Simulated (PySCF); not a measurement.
Dipole response of Co (cobalt, neutral)

[Ar] 3d6 4s2 4p1, one real determinant (an excited configuration). Computed with PySCF 2.14 in aug-cc-pwCVTZ, with the non-relativistic Hamiltonian (point nucleus). Coupled (time-dependent) response in atomic units; α is the mean over directions.

```csv
method,mean α (bohr³),"α xx, yy, zz",C₆ (like pair),S(−4)
PBE0,66.03,"56.34, 56.34, 85.40",653.9,2204
```

S(−4) is the Cauchy moment in α(ω) = α(0) + S(−4) ω² + …

α(iu) at PBE0:

```
u (hartree)  α(iu) (bohr³)
          0          66.03
     0.0500          61.11
      0.100          50.86
      0.200          32.32
      0.300          21.11
      0.500          10.83
      0.750          6.081
       1.00          4.040
       1.50          2.302
       2.00          1.554
       3.00         0.8871
       5.00         0.4205
```

A single London oscillator, α(iu) = α/(1 + u²/ω²), gives C₆ = (3/4) ω α². Matching the computed C₆ needs ω = 4 × 653.9 / (3 × 66.03²) = 0.200 hartree.

The components differ because the open shell of this determinant is not spherical; for a pure term their mean is the scalar polarisability.

⟨L²⟩ = 8.04 against 12 for a pure F term, so this real determinant mixes terms.
